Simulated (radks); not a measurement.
Values are calculated unless marked as measured or tabulated.
The mercury ion Hg2+, configuration [Kr] 4d10 4f14 5s1 5p6 5d10 5f1 (not the ground configuration).

Code: a radial shooting solver on a logarithmic mesh with Libxc functionals. Model: scalar-relativistic Kohn-Sham, BLYP, spin-polarised, spherical densities, point nucleus; open shells are filled with parallel spins first (spin-orbit coupling, left out, can overturn this in heavy ions).

Energy parts (hartree):
part                       energy
total                 -19617.5973
kinetic                22028.9821
electron-nucleus      -48788.4182
Hartree                 7511.9749
exchange-correlation    -370.1361

Orbitals (lengths in bohr, moments of r in powers of bohr):
\begin{tabular}{lrrr}
orbital & occ. & eigenvalue (hartree) & <r> \\ \hline
1s up & 1 & -3058.662 & 0.01658 \\
1s down & 1 & -3058.654 & 0.01658 \\
2s up & 1 & -543.0878 & 0.06991 \\
2s down & 1 & -543.0827 & 0.06991 \\
2p up & 3 & -468.4144 & 0.06328 \\
2p down & 3 & -468.4094 & 0.06328 \\
3s up & 1 & -129.7916 & 0.1806 \\
3s down & 1 & -129.7864 & 0.1806 \\
3p up & 3 & -108.2235 & 0.1821 \\
3p down & 3 & -108.2183 & 0.1821 \\
3d up & 5 & -85.55262 & 0.1650 \\
3d down & 5 & -85.54742 & 0.1650 \\
4s up & 1 & -29.47351 & 0.3992 \\
4s down & 1 & -29.46452 & 0.3991 \\
4p up & 3 & -22.40364 & 0.4254 \\
4p down & 3 & -22.39382 & 0.4253 \\
4d up & 5 & -14.02268 & 0.4488 \\
4d down & 5 & -14.01061 & 0.4486 \\
4f up & 7 & -4.72832 & 0.4814 \\
4f down & 7 & -4.71266 & 0.4807 \\
5s up & 1 & -5.50071 & 0.8946 \\
5s down & 0 & -5.45867 & 0.8957 \\
5p up & 3 & -3.56925 & 1.024 \\
5p down & 3 & -3.53287 & 1.027 \\
5d up & 5 & -1.39525 & 1.365 \\
5d down & 5 & -1.37347 & 1.375 \\
5f up & 1 & -0.23529 & 5.110 \\
6s up & 0 & -1.06579 & 2.245 \\
6s down & 0 & -1.05984 & 2.247 \\
6p up & 0 & -0.70750 & 2.821 \\
6p down & 0 & -0.70068 & 2.801 \\
6d up & 0 & -0.36620 & 4.367 \\
\end{tabular}

The highest occupied level is 5f up at -6.403 eV. The configuration is held as typed, so some empty levels lie below it. Summed over all electrons, <r^2> = 68.22 bohr^2, which gives a Langevin (diamagnetic) susceptibility term of -54 x 10^-6 cm^3/mol. The density falls to 0.001 e/bohr^3 at r = 4.17 bohr.

Run on one thread of a shared host, so times are rough (Intel(R) Xeon(R) Platinum 8375C CPU @ 2.90GHz): 0.36 s of CPU time, 0.36 s wall, 15 iterations on 2587 mesh points.
